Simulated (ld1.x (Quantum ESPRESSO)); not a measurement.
What one change does to a pseudopotential (S, ultrasoft)

ld1.x (Quantum ESPRESSO) 7.5 input, shortened:

```
&input
   title='S', zed=16., rel=1, dft='PZ', iswitch=3,
   config='[Ne] 3s2 3p4'
 /
 &inputp
   pseudotype=3, tm=.true., lloc=-1, rcloc=1.25,
   nlcc=.true., rcore=1.05,
   which_augfun='PSQ', rmatch_augfun=1.10
 /
4
3S  1  0   2.00   0.00  1.00  1.20  0.0
3S  1  0   0.00   0.10  1.00  1.20  0.0
3P  2  1   4.00   0.00  1.25  1.40  0.0
3P  2  1   0.00   0.15  1.25  1.40  0.0
 &test
   configts(1)='3s2 3p4'
 /
```

All-electron outer shells of the reference configuration (LDA (PZ), scalar-relativistic, ld1.x):

| shell | level (eV) | outermost node (bohr) | outermost maximum (bohr) |
| --- | --- | --- | --- |
| 2s | -210.79 | 0.13 | 0.39 |
| 2p | -156.52 | – | 0.33 |
| 3s | -17.28 | 0.60 | 1.40 |
| 3p | -7.11 | 0.58 | 1.59 |

Change: functional PBE.

Cutoffs: the cutoffs (Ry, on a coarse ladder) from which the occupation-weighted sum of valence levels, in a spherical-Bessel basis at the reference potential, stays within 10 and 1 mRy of its value at 400 Ry; they do not see the model core or the augmentation charge, which bear on the density cutoff. Errors are all-electron minus pseudo energies relative to the spin-unpolarised reference configuration.

Question: How do hardness, ghosts and transferability respond?

Answer: The potential gets harder (15 Ry and 50 Ry → 18 Ry and 50 Ry); both files keep a bound ghost (s); the number of tests with a reliable result goes from 9 to 7; of the 7 tests that both files solve, the error grows in 1 and shrinks in 2 by more than 15 % and 0.3 meV (median size 1.0 → 0.6 meV).

| quantity | base | changed |
| --- | --- | --- |
| cutoff, loose | 15 Ry | 18 Ry |
| cutoff, tight | 50 Ry | 50 Ry |
| loose cutoff by channel (10 mRy a level) | s 10 Ry, p 10 Ry | s 15 Ry, p 10 Ry |
| bound ghosts | s | s |
| error for 3s2 3p3, meV [ΔE 11.86 → 11.77 eV] | -0.2 | -0.5 |
| error for 3s2 3p2, meV [ΔE 34.24 → 34.05 eV] | +2.9 | -0.1 |
| error for 3s2 3p1, meV [ΔE 68.39 → 68.09 eV] | +16 | +3.2 |
| error for 3s0 3p6, meV [ΔE 20.61 → 20.74 eV] | -1.0 | -0.9 |
| error for 3s1 3p5, meV [ΔE 10.24 → 10.31 eV] | -0.5 | -0.6 |
| error for 3s2 3p4.3, meV [ΔE -1.74 → -1.71 eV] | +0.2 | +0.2 |
| error for 3s1 3p4, meV [ΔE 22.66 → 22.65 eV] | -2.7 | -3.5 |
| s: phases at 1.54 bohr within 0.05 rad from the reference energy up to (Ry; the scan ends near 5) | to the end of the scan | to the end of the scan |
| p: phases at 1.54 bohr within 0.05 rad from the reference energy up to (Ry; the scan ends near 5) | to the end of the scan | to the end of the scan |
| lowest overlap eigenvalue by channel | s 0.59, p 0.74 | s 0.59, p 0.75 |

 A true bound ghost makes a file unfit for plane-wave use even where its test errors are small: the radial tests pick states by their node count and pass the ghost by.
